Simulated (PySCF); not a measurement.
## Te₃, singlet: data card

These are results of PySCF, PBE, basis Te def2-TZVP with ECP28 (scalar-relativistic core potentials, no spin–orbit coupling, density fitting), not measurements.

The structure is a minimum.

Z-matrix (Å, degrees; charge 0 multiplicity 1):
```
Te
Te 1 2.7618
Te 2 2.7618 1 60.00
```

```json
{
 "Point group": "D3h",
 "Bond lengths": "Te–Te 2.762 Å (×3)",
 "Bond angles": "Te–Te–Te 60.0° (×3)",
 "Zero-point energy": "3.4 kJ/mol",
 "Dipole moment": "0.00 D",
 "Principal quadrupole moments (Buckingham, traceless) about the centre of mass": "-12.99, 6.50, 6.50 D Å",
 "Enthalpy at 298.15 K above 0 K": "14.50 kJ/mol",
 "Atomisation energy without zero-point energy": "540 kJ/mol",
 "Highest occupied level": "-4.93 eV",
 "Rotational constants": "0.03403, 0.03403, 0.01701 cm⁻¹",
 "Entropy at 298.15 K and 1 bar": "325.7 J/(mol K)",
 "Rotational symmetry number": "6",
 "Lowest empty level": "-3.68 eV",
 "Principal polarisabilities": "74.7, 127.3, 127.3 bohr³",
 "Heat capacity Cp at 298.15 K": "56.5 J/(mol K)"
}
```

Harmonic modes (masses in u: Te 129.906):
| symmetry | ω (cm⁻¹) | IR (km/mol, summed over degenerate members) | μ (u) |
| --- | --- | --- | --- |
| e' | 168 | 0.1 | 129.91 |
| a1' | 225 | 0.0 | 129.91 |

In D3h the vibrations span e' + a1'. The a1' mode carries no infrared intensity, as symmetry demands.

Charges (e):
| atom | Mulliken | Löwdin | polar tensor | Mayer order to Te1 |
| --- | --- | --- | --- | --- |
| Te1 | 0.00 | 0.00 | 0.00 | – |
| Te2,3 | 0.00 | 0.00 | 0.00 | 1.09 |
Other Mayer orders above 0.3: Te–Te 1.09.

Mulliken populations on Te1 (electrons outside its core potential): s 3.95, p 9.91, d 10.12, f 0.02.

Outer orbital energies (eV). occupied: -14.57, -14.57, -8.65, -7.61, -7.61, -7.17, -4.93, -4.93; empty: -3.68, -3.16, -3.16, 1.61.

Other isomers or separated fragments may lie lower.

The final relaxation and frequency run took 29 s on 4 threads of a shared Arm Neoverse V2 host, with 150 basis functions and 8 gradients; the process peaked at 1.1 GiB. Launch command: `OMP_NUM_THREADS=4 python axn.py task.json out`.
